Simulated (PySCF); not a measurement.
B(H)(Cl)(NMe2) (C2H7BClN), SMILES N(BCl)(C)C. Atoms are numbered in the order given.

```xyz
12

B      0.8012     0.3267     0.0000
H      2.0021     0.2881     0.0000
Cl     0.0236     1.9328     0.0000
N      0.0564    -0.8505     0.0000
C     -1.3944    -0.9279     0.0000
C      0.7098    -2.1493     0.0000
H     -1.7560    -1.4713    -0.8913
H     -1.7560    -1.4713     0.8913
H     -1.8292     0.0783     0.0000
H      0.4222    -2.7363     0.8911
H      0.4222    -2.7363    -0.8911
H      1.8002    -2.0259     0.0000
```
Charge 0, spin multiplicity 1.

Geometry: B3LYP-D3(BJ)/def2-SVP. The structure was generated by enumeration, and PubChem lists no compound with its InChIKey, so it may never have been made. Other conformers were not sampled.

These are TDA-PBE/def2-SVPD run with PySCF values and carry that method's errors.

Vertical excitations.  State labels are in the subgroup Cs.

Computed lowest excited states:
```
state  symmetry  energy (eV)  λ (nm)      f                          main pairs
-----  --------  -----------  ------  -----  ----------------------------------
S1           A"         6.09     203  0.019                   HOMO→LUMO+1 100 %
S2           A"         6.38     194  0.002                    HOMO−1→LUMO 99 %
S3           A'         6.52     190  0.303                      HOMO→LUMO 84 %
S4           A"         6.79     183  0.000                   HOMO→LUMO+2 100 %
S5           A'         7.01     177  0.062                  HOMO−1→LUMO+1 93 %
S6           A"         7.11     174  0.008                   HOMO→LUMO+3 100 %
S7           A"         7.66     162  0.001                    HOMO→LUMO+4 96 %
S8           A'         7.68     161  0.015                  HOMO−1→LUMO+2 97 %
S9           A"         7.72     161  0.000                    HOMO→LUMO+5 95 %
S10          A'         7.89     157  0.060  HOMO−2→LUMO 58 %, HOMO→LUMO+6 28 %
T1           A'         4.85     256      0                      HOMO→LUMO 98 %
T2           A"         6.00     207      0                    HOMO→LUMO+1 99 %
T3           A"         6.11     203      0                    HOMO−1→LUMO 98 %
T4           A"         6.68     186      0                   HOMO→LUMO+2 100 %
```
Triplets are in the Tamm–Dancoff approximation.
